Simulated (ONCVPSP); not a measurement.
## Ranking ONCV potentials for boron

All share these settings but for the change named:

- Element: boron (B)
- Generator: ONCVPSP 4.0.1
- Type: optimised norm-conserving Vanderbilt (ONCV)
- Functional: PBE
- Relativity: scalar-relativistic
- Frozen core: [He]
- Valence charge: 3
- Reference configuration: 2s2 2p1
- Partial waves: 2s: rc 1.20 bohr, ncon 3, nbas 6, qcut 6.7 1/bohr, 2 projectors, debl 3 Ha; 2p: rc 2.75 bohr, ncon 4, nbas 7, qcut 6 1/bohr, 3 projectors, debl 1.9 Ha
- Local potential: polynomial inside 0.95 bohr (lpopt 4, dvloc0 0 Ha)
- Core correction: polynomial model core, fcfact 0.7

Test errors are all-electron minus pseudo excitation energies from the reference, over 2s2 2p0; 2s1 2p0; 2s2 2p0.5; 2s0 2p3. None of these files shows a bound ghost.

The base gives 147.5 meV.

Of 9 variants that were run, those that failed, showed a ghost or another fault, or gave nearly equal values are left out.

A variant can come out equal or close to the base, since the largest error may sit in a test that the change hardly touches while other tests move.

Rank these variants by their largest absolute test error, smallest first.
A. s: qcut 4.6
B. p: ncon 3, nbas 6
C. all radii but the core radius scaled by about 0.83 (s 1.00, p 2.28 bohr); local potential polynomial inside 0.80 bohr (lpopt 4, dvloc0 0 Ha)

C (91.2 meV), A (142.6 meV), B (169.8 meV).
